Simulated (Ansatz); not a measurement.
`C#C[SiH2]C#N` → `C#CC#N` + `[SiH2]` at 500 K and 1 bar (silylene formation by 1,1-elimination).

Isolated molecules relaxed with PBE0-D4/def2-TZVP in Ansatz; ΔE leaves out vibrations. CBS: MP2 limit from def2 TZ/QZ plus the TZ coupled-cluster correction, frozen cores. This one scheme is used for every species.

```
       species  CCSD(T)/CBS energy (Eh)  H − E (kJ/mol)  S (J/(mol·K))
`C#C[SiH2]C#N`               -459.67292           158.5          381.6
      `C#CC#N`               -169.36066            98.9          284.5
      `[SiH2]`               -290.19011            48.0          226.5
```

H − E and S are ideal-gas, rigid-rotor, harmonic terms from PBE0-D4/def2-TZVP. 1 Eh = 2625.50 kJ/mol, R = 8.31446 J/(mol·K).

Problem. By hand: ΔE, ΔH, ΔS and ΔG.

Solution. ΔE = (-169.36066) + (-290.19011) − (-459.67292) = 0.12215 Eh = 320.7 kJ/mol. Δ(H − E) = 98.9 + 48.0 − 158.5 = -11.6, so ΔH = 309.1 kJ/mol. ΔS = 284.5 + 226.5 − 381.6 = 129.4 J/(mol·K). ΔG = 309.1 − 500 × (129.4)/1000 = 244.4 kJ/mol.

Problem. By hand: the equilibrium constant, and the temperature at which ΔG would vanish if ΔH and ΔS stayed fixed.

Solution. log₁₀ K = −ΔG/(RT ln 10) = -25.5. ΔG = 0 at ΔH/ΔS = 2389 K.

The number of gas molecules changes by +1, which sets the sign of ΔS. A doubt of 5 kJ/mol in ΔE shifts log₁₀ K by 0.5 here. These are equilibria of isolated gas molecules and say nothing of rates. Largest T1 diagnostic: 0.015 (customary marks: 0.02 for closed shells, 0.045 for open ones).
